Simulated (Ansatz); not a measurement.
Calculated with Ansatz (gas phase, PBE0-D4/def2-TZVP geometries, no zero-point term in ΔE). CCSD(T)/CBS is the MP2 limit (def2-TZVPP, def2-QZVPP) plus CCSD(T) − MP2 in def2-TZVPP, frozen cores. Double bonds are as drawn, so ΔE can hold a change between cis and trans. Functionals use def2-TZVPP. B3LYP here is the variant with VWN-RPA as its local correlation; programs differ in this. One conformer a species, not always the lowest.

`O/C=[C](\[AlH2])[SiH3]` + `OB(O)F` → `OB(F)O[SiH3]` + `O/C=[CH]\[AlH2]`  (ligand exchange at the Si–C bond)

```tsv
level	ΔE (kcal/mol)	difference from CCSD(T)/CBS
PBE-D4	-14.1	3.3
ωB97M-V	-17.5	-0.1
r2SCAN	-17.2	0.2
B3LYP	-19.4	-2.0
CCSD/def2-TZVPP	-18.4	-1.0
CCSD(T)/def2-TZVPP	-17.4	0.0
HF/def2-QZVPP	-23.7	-6.3
MP2/def2-QZVPP	-17.1	0.3
SCS-MP2/def2-QZVPP	-18.6	-1.2
HF/CBS(def2)	-23.7	-6.3
CCSD(T)/CBS	-17.4	0
```

Largest T1 diagnostic among the species: 0.014.

From PBE to PBE0 (25 % exact exchange), in def2-TZVPP and without D4, ΔE moves by −0.9 kcal/mol. The D4 term adds +1.2 kcal/mol with B3LYP and +0.7 kcal/mol with PBE0; it sums over pairs of atoms, weighted by their polarisabilities, and B3LYP, whose exchange is more repulsive, gets the larger term.
